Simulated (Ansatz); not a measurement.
Kohn–Sham single points on `C=CB(Cl)CO`.

```yaml
crystal:
  periodic: [false, false, false]
  atoms:
    - {symbol: C, position_ang: [-0.302484, -2.212731, 0.437881]}
    - {symbol: C, position_ang: [0.179677, -0.968168, 0.429014]}
    - {symbol: B, position_ang: [-0.255222, 0.118404, -0.573255]}
    - {symbol: Cl, position_ang: [-1.330551, -0.283750, -1.915077]}
    - {symbol: C, position_ang: [0.206804, 1.614535, -0.486950]}
    - {symbol: O, position_ang: [1.016016, 1.962810, 0.625216]}
    - {symbol: H, position_ang: [0.019778, -2.954099, 1.162899]}
    - {symbol: H, position_ang: [-1.044306, -2.531977, -0.288133]}
    - {symbol: H, position_ang: [0.924277, -0.700147, 1.176386]}
    - {symbol: H, position_ang: [0.806820, 1.826433, -1.381799]}
    - {symbol: H, position_ang: [-0.663385, 2.284138, -0.580103]}
    - {symbol: H, position_ang: [0.519675, 1.789553, 1.428019]}
basis:
  gaussian: {orbitals: def2-TZVPP}
hamiltonian: {xc: pbe0, dispersion: d4}
output: {orbitals: {seedname: orbitals}}
```

```sh
$ ansatz run in.yaml --threads 4 --pin off --events-out ev --progress --plain --max-ram 10444MiB
```

Shortened log:

```
Functional definition: PBE0
  name "PBE0"
  cite "Adamo & Barone, J. Chem. Phys. 110, 6158 (1999) doi:10.1063/1.478522"
  cite "Perdew, Burke & Ernzerhof, Phys. Rev. Lett. 77, 3865 (1996) doi:10.1103/PhysRevLett.77.3865"
  parent pbe
  parameter a = 0.25
  parameter kappa = 0.804
  parameter beta = 0.06672455060314922
  exchange = (1 - a)*pbe_x(kappa = kappa, mu = beta*pi^2/3) + a*exact_x
  correlation = pbe_c(beta = beta)
1539 factors; their error is unknown
mean field evaluation 1: about -18437.2597 eV, gradient 6.6e1 eV
mean field evaluation 2: about -18432.2093 eV, gradient 8.2e1 eV
mean field evaluation 4: about -18446.6936 eV, gradient 4.5e0 eV
mean field evaluation 8: about -18446.7356 eV, gradient 1.5e-1 eV
mean field evaluation 16: about -18446.7657 eV, gradient 4.4e-4 eV
mean field -18446.76572671 eV, -677.9061367896 hartree, gradient 6.4e-5 eV, S^2 0.000000; 0 other end points of the search recorded, 0 dependent functions left out
reference -18446.76575919 eV, -677.9061379833 hartree; 27, 27 occupied and 254, 254 virtual orbitals, 1539 factors
Total energy: -18446.98909337 eV, -677.9143453630 hartree
```

Run time 3.8 s (4 threads of an Arm Neoverse V1 on a shared host); peak host memory 0.75 GiB.

Changing it to `hamiltonian: {xc: {name: B3LYP}, dispersion: d4}` and forces (abridged; 6.5 s):

```
Functional definition: B3LYP
mean field evaluation 16: about -18458.6867 eV, gradient 8.3e-4 eV
mean field -18458.68674439 eV, -678.3442261092 hartree, gradient 1.7e-5 eV, S^2 0.000000
Total energy: -18459.11001785 eV, -678.3597811220 hartree
Atom 0 force    -0.055481    -0.173921     0.019958 eV/Å
Atom 1 force     0.076665     0.100259     0.029449 eV/Å
Atom 2 force     0.107437     0.010789     0.147196 eV/Å
Atom 3 force    -0.138600    -0.040963    -0.179918 eV/Å
Atom 4 force    -0.189882    -0.016485    -0.380946 eV/Å
Atom 5 force     0.163689     0.079953     0.270909 eV/Å
Atom 6 force    -0.029753     0.043652    -0.055395 eV/Å
Atom 7 force     0.062188     0.002972     0.072435 eV/Å
Atom 8 force    -0.053504    -0.019139    -0.049945 eV/Å
Atom 9 force    -0.022841     0.005692     0.048210 eV/Å
Atom 10 force     0.049706    -0.017566     0.013703 eV/Å
Atom 11 force     0.030375     0.024758     0.064345 eV/Å
Dipole moment:    -0.139633    -0.221493     0.273281 e Å
```

Changing it to `hamiltonian: {xc: r2scan, dispersion: d4}` and forces (abridged; 6 s):

```
Functional definition: r2SCAN
mean field evaluation 16: about -18453.7030 eV, gradient 1.2e-2 eV
mean field -18453.70295768 eV, -678.1610753256 hartree, gradient 4.8e-5 eV, S^2 0.000000
Total energy: -18453.77059285 eV, -678.1635608724 hartree
Atom 0 force    -0.060719    -0.213714     0.030928 eV/Å
Atom 1 force     0.056646     0.170881    -0.023842 eV/Å
Atom 2 force     0.069463     0.042671     0.083572 eV/Å
Atom 3 force    -0.084081    -0.026612    -0.109121 eV/Å
Atom 4 force    -0.199185    -0.124066    -0.240557 eV/Å
Atom 5 force     0.256372     0.112490     0.232675 eV/Å
Atom 6 force    -0.005867    -0.000293    -0.007878 eV/Å
Atom 7 force     0.007437     0.003976     0.010276 eV/Å
Atom 8 force     0.007035     0.003991     0.011921 eV/Å
Atom 9 force     0.001311     0.022362     0.001238 eV/Å
Atom 10 force    -0.010184     0.027794    -0.018089 eV/Å
Atom 11 force    -0.038228    -0.019481     0.028877 eV/Å
Dipole moment:    -0.128265    -0.213448     0.283236 e Å
```

With the line `hamiltonian: {xc: {name: wB97M-V}}` and forces (abridged; 14 s):

```
Functional definition: wB97M-V
mean field evaluation 16: about -18454.8992 eV, gradient 1.4e-4 eV
mean field -18454.89918547 eV, -678.2050358862 hartree, gradient 6.5e-5 eV, S^2 0.000000
Total energy: -18454.89923511 eV, -678.2050377105 hartree
Atom 0 force    -0.021786     0.000591    -0.019540 eV/Å
Atom 1 force     0.078972    -0.080923     0.122216 eV/Å
Atom 2 force     0.029317     0.036166     0.029175 eV/Å
Atom 3 force    -0.059716    -0.019167    -0.078757 eV/Å
Atom 4 force    -0.169708     0.044749    -0.301395 eV/Å
Atom 5 force     0.100384     0.020984     0.249648 eV/Å
Atom 6 force    -0.021549     0.071114    -0.058484 eV/Å
Atom 7 force     0.061351     0.028691     0.057164 eV/Å
Atom 8 force    -0.056825    -0.032005    -0.049269 eV/Å
Atom 9 force    -0.049566    -0.028008     0.063701 eV/Å
Atom 10 force     0.070680    -0.062174     0.011767 eV/Å
Atom 11 force     0.038445     0.019982    -0.026226 eV/Å
Dipole moment:    -0.143241    -0.217540     0.268970 e Å
```

Changing it to `hamiltonian: {xc: {name: B2PLYP}}` (abridged; 7.5 s):

```
Functional definition: B2PLYP
mean field evaluation 16: about -18440.4325 eV, gradient 2.5e-4 eV
mean field -18440.43249985 eV, -677.6733949955 hartree, gradient 3.9e-6 eV, S^2 0.000000
10 core orbitals not correlated: weight in the atoms' cores, before any rotation towards them, 1.000 or more for the frozen orbitals, at most 0.000 for the correlated occupied ones
second order -33.51772491 eV of doubles, -0.00000000 eV of singles
Total energy: -18449.48246739 eV, -678.0059751680 hartree
```

B3LYP takes the VWN-RPA correlation (the form of Gaussian; ORCA's B3LYP/G).
